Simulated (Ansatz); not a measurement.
Consider the silylene formation by 1,1-elimination: `N[Si](N)(O)Br` → `N[Si]Br` + `NO`.

Gas-phase electronic energies from Ansatz, PBE0-D4/def2-TZVP geometries. CCSD(T)/CBS adds triple-zeta CCSD(T) − MP2 to the extrapolated MP2 energy (def2 sets, frozen cores). This one scheme is used for every species. For Br outer-core shells are correlated without core-valence functions, which leaves a few kJ/mol of doubt a bond. Scalar relativity is left out up to krypton. Each species was taken in one conformer, which may not be the lowest.

```csv
level,ΔE (kcal/mol)
MP2/def2-SVP,124.6
SCS-MP2/def2-TZVPP,131.1
```

(1) What does CCSD(T)/CBS give? (Best estimate.)

Largest T1 diagnostic among the species: 0.011.

Results:

(1) The calculation gave: +130.5 kcal/mol. The listed levels differ from it by -5.9, 0.6 kcal/mol.

From BLYP to BHLYP (50 % exact exchange), in def2-TZVPP and without D4, ΔE moves by +17.3 kcal/mol. At CCSD(T), def2-SVP lies −14.9 kcal/mol from the extrapolated value and def2-TZVPP −2.5 kcal/mol. Leaving LDA and LC-ωPBE aside and taking each functional with its dispersion term where it has one, the values, not all of them listed here, spread over 16.9 kcal/mol, from BLYP-D4 to r2SCAN0-D4. LDA lies +12.3 kcal/mol from PBE without D4.
